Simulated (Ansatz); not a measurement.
Computed with Ansatz on PBE0-D4/def2-TZVP structures; ΔE is electronic, products minus reactants. CCSD(T)/CBS is the MP2 limit (def2-TZVPP, def2-QZVPP) plus CCSD(T) − MP2 in def2-TZVPP, frozen cores. DFT in def2-TZVPP. B3LYP here is the variant with VWN-RPA as its local correlation; programs differ in this. For Ge outer-core shells are correlated without core-valence functions, which leaves a few kJ/mol of doubt a bond. Scalar relativity is left out up to krypton. Each species was taken in one conformer, which may not be the lowest.

Reaction (redistribution): `O[SiH2][CH2][GeH2][OH]` + `O[SiH2][O][GeH3]` → `O[SiH2][O][GeH2][OH]` + `O[SiH2][CH2][GeH3]`

```tsv
level	ΔE (kJ/mol)
PBE-D4	6.7
r2SCAN	5.4
PBE0	4.6
B3LYP	4.3
CCSD(T)/def2-TZVPP	4.8
HF/def2-QZVPP	-1.0
MP2/def2-QZVPP	5.1
MP2/CBS(def2)	5.4
```

Question: What does CCSD(T)/CBS give? (Best estimate.)

Answer: The calculation gave: +5.1 kJ/mol. The listed levels differ from it by 1.6, 0.3, -0.5, -0.8, -0.3, -6.1, 0.0, 0.3 kJ/mol.

Largest T1 diagnostic among the species: 0.012.

In def2-TZVPP, CCSD(T) changes the Hartree–Fock value by +5.3 kJ/mol (the triples alone add +1.0 kJ/mol) and MP2 by +5.7 kJ/mol. The D4 term adds +3.4 kJ/mol with B3LYP and +1.7 kJ/mol with PBE0; it sums over pairs of atoms, weighted by their polarisabilities, and B3LYP, whose exchange is more repulsive, gets the larger term.
